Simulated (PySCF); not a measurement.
# Correlation energy of C²⁺ (carbon, charge +2)

[He] 2s2, closed-shell 1S. Computed with PySCF 2.14 in def2-QZVPPD, with no relativity, point nucleus. Frozen: nothing; 4 electrons correlated.

MP2 pair energies summed by pair of shells (mhartree):

```json
{"pair": "2s-2s", "energy": "-45.02", "share (%)": "70.6"}
{"pair": "1s-1s", "energy": "-13.97", "share (%)": "21.9"}
{"pair": "1s-2s", "energy": "-4.74", "share (%)": "7.4"}
```

Total MP2 correlation energy: -63.73 mhartree.

Same-spin part -0.81 and opposite-spin part -62.92 mhartree; SCS-MP2 scales them by 1/3 and 6/5 to -75.77 mhartree.

MP2 falls well short for the outer s pair, which is nearly degenerate with np².

This basis was not built for core-valence correlation, so the inner-shell part is incomplete.
